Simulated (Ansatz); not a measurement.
Consider the hydrogenolysis of a C–Br bond: `ClC1(Br)C[SiH2]1` + H₂ → `ClC1C[SiH2]1` + HBr.

Gas-phase electronic energies from Ansatz, PBE0-D4/def2-TZVP geometries. CCSD(T)/CBS adds triple-zeta CCSD(T) − MP2 to the extrapolated MP2 energy (def2 sets, frozen cores). This one scheme is used for every species. Functionals use def2-TZVPP. HSE06 is defined as in plane-wave codes. For Br outer-core shells are correlated without core-valence functions, which leaves a few kJ/mol of doubt a bond. Scalar relativity is left out up to krypton.

(1) Is it downhill or uphill in electronic energy at CCSD(T)/CBS, and by how much? (An estimate is asked.)

(2) What do these levels give: PBE-D4, ωB97M-V, B2PLYP, BLYP, HSE06, SCS-MP2/def2-QZVPP? (Estimate.)

(3) What do rigid-rotor, harmonic-oscillator terms from PBE0-D4/def2-TZVP frequencies (298.15 K, 1 bar) make of the CCSD(T)/CBS value? (Estimate.)

Largest T1 diagnostic among the species: 0.011.

## Answers

(1) The calculation gave: Downhill: ΔE = -0.81 eV.

(2) Computed: PBE-D4 -0.76, ωB97M-V -0.86, B2PLYP -0.88, BLYP -0.90, HSE06 -0.92, SCS-MP2/def2-QZVPP -0.78 eV.

(3) Ansatz gave: ΔZPE = +0.16 eV, ΔH = -0.68 eV, ΔS = 28 J/(mol·K), ΔG = -0.77 eV.

From BLYP to BHLYP (50 % exact exchange), in def2-TZVPP and without D4, ΔE moves by −0.14 eV. The D4 term adds +0.14 eV with B3LYP and +0.07 eV with PBE0; it sums over pairs of atoms, weighted by their polarisabilities, and B3LYP, whose exchange is more repulsive, gets the larger term.

B3LYP here is the variant with VWN-RPA as its local correlation; programs differ in this.
